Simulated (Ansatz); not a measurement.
Calculated with Ansatz (gas phase, PBE0-D4/def2-TZVP geometries, no zero-point term in ΔE). CCSD(T)/CBS is the MP2 limit (def2-TZVPP, def2-QZVPP) plus CCSD(T) − MP2 in def2-TZVPP, frozen cores. This one scheme is used for every species. DFT in def2-TZVPP. B3LYP here is the variant with VWN-RPA as its local correlation; programs differ in this. HSE06 is defined as in plane-wave codes.

Reaction (dimerisation): 2 `[NH2][AlH2]` → `[NH2+]1[AlH2-][NH2+][AlH2-]1`

Question: Is it downhill or uphill in electronic energy at CCSD(T)/CBS, and by how much? (An estimate is asked.)

Answer: Ansatz gave: Downhill: ΔE = -59.5 kcal/mol.

Question: What do these levels give: LDA (SPW92), B97M-V, B3LYP-D4, r2SCANh-D4, r2SCAN0-D4, HSE06-D4, BHLYP-D4, ωB97X-V, r2SCAN0, RPA@PBE/def2-TZVPP, SCS-MP2/def2-TZVPP, CCSD/def2-TZVPP? (An estimate is asked.)

Answer: The calculation gave: LDA (SPW92) -65.0, B97M-V -59.0, B3LYP-D4 -57.1, r2SCANh-D4 -61.9, r2SCAN0-D4 -63.0, HSE06-D4 -61.4, BHLYP-D4 -60.9, ωB97X-V -60.3, r2SCAN0 -62.1, RPA@PBE/def2-TZVPP -57.9, SCS-MP2/def2-TZVPP -58.1, CCSD/def2-TZVPP -59.2 kcal/mol.

Largest T1 diagnostic among the species: 0.011.

The D4 term adds −5.0 kcal/mol with B3LYP and −2.7 kcal/mol with PBE0; it sums over pairs of atoms, weighted by their polarisabilities, and B3LYP, whose exchange is more repulsive, gets the larger term. From BLYP to BHLYP (50 % exact exchange), in def2-TZVPP and without D4, ΔE moves by −9.5 kcal/mol.
